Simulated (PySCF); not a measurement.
# Assignment exercise: C$_{8}$H$_{8}$OSi

Cartesian coordinates in Å; atom numbers follow the order of the lines, from 1:
```xyz
18

C    -1.636    0.562   -1.247
C    -1.168   -0.540   -1.819
C    -1.750   -1.060   -3.098
Si    0.249   -1.554   -1.083
C     0.834   -0.640    0.414
C     1.180    0.001    1.387
C     1.548    0.722    2.468
C     1.872    1.391    3.430
C     2.243    2.180    4.549
O     1.677    2.208    5.611
H    -2.451    1.127   -1.675
H    -1.227    0.947   -0.328
H    -0.981   -1.114   -3.868
H    -2.142   -2.067   -2.954
H    -2.556   -0.421   -3.455
H    -0.213   -2.883   -0.664
H     1.371   -1.653   -2.025
H     3.141    2.801    4.347
```

All values are calculated (PySCF): PBE0/pcSseg-1 with gauge-including orbitals, GFN2-xTB structure. One computed conformer, no relativistic terms, no solvent model, averaged over atoms made equivalent by symmetry, fast rotation or ring inversion.

Referencing at the same level of theory: TMS for ¹³C (σ = 186.93 ppm), ¹H (σ = 31.72 ppm).

Task: Assign these signals to the numbered atoms. ¹³C{¹H} NMR (computed): δ 181.1, 145.2, 139.7, 103.4, 98.6, 89.1, 75.4, 26.9.

Result: 
181.1 → C9, aldehyde carbonyl carbon: the double bond to the heteroatom, with no lone-pair donor beside it, deshields it most
145.2 → C2, fully substituted alkene carbon: the olefinic region
139.7 → C1, terminal =CH2 carbon: the olefinic region
103.4 → C5, alkyne carbon: the triple bond shields along its axis, which puts it between sp3 and sp2 carbons
98.6 → C6, alkyne carbon
89.1 → C7, alkyne carbon
75.4 → C8, alkyne carbon
26.9 → C3, allylic methyl carbon: aliphatic region, no heteroatom directly attached

Task: Assign these signals to the numbered atoms. ¹H NMR (500 MHz, computed): δ 9.58 (s, 1H), 6.32 (br s, 1H), 6.08 (br s, 1H), 4.74 (s, 2H), 2.07 (s, 3H).

Result: 
9.58 → H18, hydrogen on an aldehyde carbonyl carbon: deshielded by the polar, anisotropic C=O bond
6.32 → H11, hydrogen on a terminal =CH2 carbon: attached to an sp2 carbon and in the plane of the double bond
6.08 → H12, hydrogen on a terminal =CH2 carbon
4.74 → H16/H17, hydrogen on a silicon bonded to 2 C
2.07 → H13/H14/H15, hydrogen on an allylic methyl carbon: allylic position

Shifts are as computed. Against solution values, carbons near 30 ppm lie about +3 ppm off and those near 130 ppm about +5 ppm. Of 1309 compounds with measured shifts, 239 miss one by over three times the rms of a fit or turn the order of signals round; such compounds aren't used in these exercises. No couplings were computed; multiplicities are counted from neighbouring protons, with m where these are inequivalent, close in shift, in a saturated or five-membered ring or joined by F or P, and br s for small geminal =CH2 splittings.
